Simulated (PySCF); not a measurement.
C4H12O2P2.
Cartesian coordinates in Å at the PBE0-D3(BJ)/def2-SVP level; atoms count from 1:
```
atom  x, y, z in Å
C1     2.8342   -0.4119    0.5903
P2     1.9577   -0.4230   -1.0343
C3     0.6027    0.8150   -0.6616
P4    -0.7296    0.0304    0.2921
C5    -1.8940    1.3372    0.7521
O6    -0.2572   -0.7971    1.4642
C7    -1.6410   -1.1008   -0.8314
O8    -2.3980   -1.9365   -0.0087
H9     3.1525    0.5936    0.9037
H10    2.1289   -0.8180    1.3312
H11    3.7142   -1.0692    0.5350
H12    2.7926    0.4990   -1.7395
H13    0.9810    1.6777   -0.0875
H14    0.1868    1.1948   -1.6102
H15   -2.7948    0.8449    1.1469
H16   -1.4482    1.9527    1.5464
H17   -2.1657    1.9693   -0.1057
H18   -0.8944   -1.6434   -1.4467
H19   -2.3085   -0.5521   -1.5160
H20   -1.8240   -2.1412    0.7503
```

The calculation used PySCF, PBE0-D3(BJ)/def2-SVP geometry optimisation, gas phase.

Take the most abundant isotopes and a rigid rotor. The values belong to one conformer with, in the numbering `[CH3:1][PH:2][CH2:3][P@:4]([CH3:5])(=[O:6])[CH2:7][OH:8]`, C1–P2–C3–P4 -79°, P2–C3–P4–C5 174°, C3–P4–C7–O8 164°, P4–C7–O8–H -40°.

Q: Give the principal moments of inertia and the rotational constants in cm⁻¹.

A: Ia = 230.80, Ib = 573.54, Ic = 613.06 u·Å²; 505379 MHz·u·Å²/I gives 2190, 881.2 and 824.4 MHz, that is A = 0.07304, B = 0.02939, C = 0.02750 cm⁻¹.

Q: Classify the top.

A: A near-prolate asymmetric top; Ray's κ = -0.917.

Q: Is it planar, by Δ = Ic − Ia − Ib?

A: Not planar: Δ = Ic − Ia − Ib = -191.29 u·Å². For a rigid frame Δ = −2 Σ m c², so Σ m c² = 95.64 u·Å² lies off the ab plane: 19.66 from hydrogen and 75.99 from heavier atoms. The atom farthest from that plane is 2.00 Å away.

Q: Which lines would a microwave search look for?

A: The dipole components are |μa| = 1.06 D, |μb| = 2.73 D, |μc| = 2.86 D. Intensities carry the squares of the components, which stand as 0.14 : 0.91 : 1.00 (a : b : c). Some lines, for components of 0.1 D or more:

| type | branch | J(Ka,Kc) | MHz | lower level (cm⁻¹) |
| --- | --- | --- | --- | --- |
| a | Q | 4(1,3) ← 4(1,4) | 568 | 0.604 |
| c | Q | 4(1,4) ← 4(0,4) | 1075 | 0.568 |
| c | Q | 3(1,3) ← 3(0,3) | 1174 | 0.341 |
| b | Q | 2(1,1) ← 2(0,2) | 1424 | 0.171 |
| b | Q | 5(1,4) ← 5(0,5) | 1812 | 0.851 |
| c | Q | 3(2,2) ← 3(1,2) | 3842 | 0.392 |
| b | Q | 3(2,1) ← 3(1,2) | 3851 | 0.392 |
| c | R | 2(1,1) ← 1(0,1) | 4833 | 0.057 |
| a | R | 3(1,3) ← 2(1,2) | 5030 | 0.212 |
| b | R | 4(1,4) ← 3(0,3) | 7879 | 0.341 |
| a | R | 5(3,2) ← 4(3,1) | 8534 | 0.970 |
| b | R | 3(2,2) ← 2(1,1) | 9042 | 0.218 |
| c | R | 4(4,0) ← 3(3,0) | 16181 | 0.743 |

No PBE0-D3(BJ)/def2-SVP frequencies stand behind this structure, so it isn't proved a minimum. Zero-point vibration and centrifugal distortion are left out. A rigid rotor knows nothing of internal rotation, which can split or shift real lines.

Hardware: one thread, Arm Neoverse V1 (aarch64), no GPU (shared host). Cost: 3.0 min of wall time, 0.81 GiB resident at most. This is the geometry optimisation.
